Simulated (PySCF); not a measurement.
Input file for PySCF: R-M06-2X/6-31G* on H2S2Si (SMILES S[Si]S), a point of a torsion scan.

```python
from pyscf import gto, scf, dft, mp
from pyscf.data.elements import chemcore

mol = gto.M(
    atom='''
    S     1.68409219   -0.15458336    0.10604726
    Si   -0.01556780   -1.33052094   -0.70686777
    S    -1.46349232   -1.17270642    0.90973842
    H     1.24270380    0.97956277   -0.42043511
    H    -0.72271678   -0.51441509    1.79285878
    ''',
    basis='6-31g*',
    cart=True,
    charge=0, spin=0, verbose=3, max_memory=1800)
mf = dft.RKS(mol, xc='m062x')
mf.conv_tol = 1e-8
mf.max_cycle = 100
mf.kernel()
if not mf.converged:
    mf = mf.newton().run(mf.mo_coeff, mf.mo_occ)
```

### Question
Predict the final total energy.

### Answer
-1086.9637 hartree.
